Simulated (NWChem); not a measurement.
Species: MnClF, sextet; SMILES [F][Mn][Cl]

Results from NWChem. Pople sets run with spherical d functions. Spin-unrestricted. The spin multiplicity was typed, not searched, and may not be the lowest. No stability test was run on the SCF state. Each level has its own optimisation; frequencies are unscaled.

For level PBE-D3(BJ)/def2-SVP:

```yaml
r F–Mn (Å): 1.771
r Cl–Mn (Å): 2.175
highest harmonic frequency (cm⁻¹): 689
lowest (cm⁻¹): 88
dipole (D): 0.54
```

Q: What are these values for level UHF/6-31G*?

A: The r F–Mn (Å) is 1.808 and the r Cl–Mn (Å) is 2.261. The highest harmonic frequency (cm⁻¹) comes out as 715 and the lowest (cm⁻¹) comes out as 103. The dipole (D) comes out as 1.22.
